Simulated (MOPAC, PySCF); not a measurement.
Internal rotation in SMILES [SiH3]c1ccccc1[SeH] (C6H8SeSi). Scanned: dihedral C2–C7–Se8–H16; all other coordinates were relaxed at GFN2-xTB. Points at φ and −φ are mirror images. Heavy atoms are numbered in the order of the SMILES [SiH3]c1ccccc1[SeH], hydrogens after them in the order of the atoms that carry them; the mirror image has the same energies with the sign of each dihedral reversed.

Levels of theory: RHF/3-21G = restricted Hartree-Fock/3-21G, density fitting // GFN2-xTB run with PySCF; RKS-BP86/6-31G* = PySCF with restricted BP86/6-31G*, spherical d, density fitting // GFN2-xTB; PM6, restricted, heats of formation // GFN2-xTB (MOPAC).

Energies in eV, each method relative to its own lowest point.

```tsv
φ / °	RHF/3-21G	RKS-BP86/6-31G*	PM6
-165	0.101	0.017	0.056
-150	0.083	0.016	0.045
-135	0.059	0.016	0.031
-120	0.033	0.013	0.017
-105	0.010	0.008	0.006
-90	0.000	0.003	0.000
-75	0.008	0.000	0.002
-60	0.034	0.001	0.008
-45	0.065	0.005	0.009
-30	0.095	0.013	0.006
-15	0.120	0.024	0.003
0	0.131	0.029	0.003
15	0.120	0.024	0.003
30	0.095	0.013	0.006
45	0.065	0.005	0.009
60	0.034	0.001	0.008
75	0.008	0.000	0.002
90	0.000	0.003	0.000
105	0.010	0.008	0.006
120	0.033	0.013	0.017
135	0.059	0.016	0.031
150	0.083	0.016	0.045
165	0.101	0.017	0.056
180	0.109	0.019	0.062
```
